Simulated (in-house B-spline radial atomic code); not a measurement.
Computed with a B-spline radial atomic code. Model: two electrons, singlet ground state, non-relativistic, full CI in B-splines with partial waves to l = 8 (at full coupling up to 3e-4 hartree above the limit, correlation up to 0.6 % small), density held at that of full coupling by Lieb maximisation.

Along the adiabatic connection the electron repulsion is scaled by a coupling λ while a local potential keeps the density fixed. At λ = 0 the system is the Kohn-Sham one and W equals the exchange energy; the exchange-correlation energy is the area under W between 0 and 1. The kinetic energy rises with λ as the electrons avoid each other, with dT/dλ = −λ dW/dλ.

Command:
```bash
python run_ac.py task.json out
```
Settings (lengths in bohr, energies in hartree):
```
potential              harmonic
strength               8.56
lmax                   8
```

Cost of the run: 10 s on 1 thread of Intel(R) Xeon(R) Processor @ 2.30GHz, with other jobs on the host.

**W = mean repulsion less Hartree energy, and W of three functionals.**

Given: confinement harmonic well; well frequency 8.56 hartree; external potential omega^2 r^2/2.

Computed: PBE exchange minus exact 97.37 millihartree; SCAN exchange minus exact 7.4074 millihartree.

```csv
coupling,W xc (hartree),W xc minus exchange (millihartree),kinetic minus Kohn-Sham (millihartree),LDA (PW92) W minus its exchange (millihartree),PBE W minus its exchange (millihartree),SCAN W minus its exchange (millihartree)
0,-2.2798,0,0,0,0,0
0.02,-2.2818,-1.987,0,-13.98,-3.26,-1.91
0.05,-2.2847,-4.951,0.1,-29.39,-8.07,-4.74
0.12,?,?,?,?,?,?
0.25,-2.304,-24.252,3,-100.1,-37.87,-22.87
0.4,-2.318,-38.214,7.5,-139.65,-58.27,-35.84
0.6,-2.336,-56.176,16.5,-184.04,-83.51,-52.43
0.8,?,?,?,?,?,?
1,-2.3698,-89.994,43.5,-256.27,-128.81,-83.56
1.4,-2.401,-121.23,80.9,-315.1,-168.87,-112.33
2,-2.4436,-163.78,153,-387.94,-221.66,-151.78
3,-2.5048,-224.96,305,-483.79,-295.48,-209.42
4.5,-2.5787,-298.91,580,-592.13,-383.68,-281.27
7,-2.6693,-389.55,1094.3,-720.61,-493.29,-373.66
10,-2.7449,-465.07,1729.4,-828.22,-588.28,-454.89
```

Question: What belongs in the row 0.12?

Answer: W xc (hartree): -2.2916; W xc minus exchange (millihartree): -11.798; kinetic minus Kohn-Sham (millihartree): 0.7; LDA (PW92) W minus its exchange (millihartree): -58.09; PBE W minus its exchange (millihartree): -18.9; SCAN W minus its exchange (millihartree): -11.21.

Question: What belongs in the row 0.8?

Answer: W xc (hartree): -2.3532; W xc minus exchange (millihartree): -73.424; kinetic minus Kohn-Sham (millihartree): 28.6; LDA (PW92) W minus its exchange (millihartree): -222.3; PBE W minus its exchange (millihartree): -106.92; SCAN W minus its exchange (millihartree): -68.32.

Question: What is the LDA exchange minus exact?

Answer: 330.56 millihartree.

**Energy parts, natural occupations and partial-wave weights.**

Computed: total energy 27.9403 hartree; correlation energy -0.046524 hartree; kinetic part of the DFT correlation energy 0.043471 hartree; initial slope twice GL2 -0.099547 hartree; kinetic part over minus potential part 0.48304; Hartree energy 4.5596 hartree; Lieb Oxford ratio E_xc over LDA exchange 1.1935.

| natural | occupation of the shell (electrons) |
| --- | --- |
| s | 1.9962 |
| p | 0.0033547 |
| s | 0.00019063 |
| d | 0.00015524 |
| p | ? |
| f | 2.0745e-05 |

Question: What belongs in the row p?

Answer: occupation of the shell (electrons): 3.1909e-05.

```json
{"wave": "s", "weight": "0.99821"}
{"wave": "p", "weight": "0.0016943"}
{"wave": "d", "weight": "8.1355e-05"}
{"wave": "f", "weight": "?"}
{"wave": "g", "weight": "2.6426e-06"}
```

Question: What belongs in the row f?

Answer: weight: 1.1456e-05.

Question: What is the exchange energy?

Answer: -2.2798 hartree.

Question: What is the Kohn-Sham kinetic?

Answer: 12.284 hartree.

Half-way to full coupling W has made 52 % of its drop, against 50 % for a straight line, and second-order (GL2) theory, half the initial slope, overshoots the correlation energy by about 7 %: correlation is weak here. Over couplings 0 to 1 the errors in E_xc come to about +224 millihartree for LDA, +75 millihartree for PBE, +11 millihartree for SCAN, so SCAN is nearest. In LDA and PBE the errors of exchange and correlation have opposite signs, so the sum is smaller than the larger of the two.
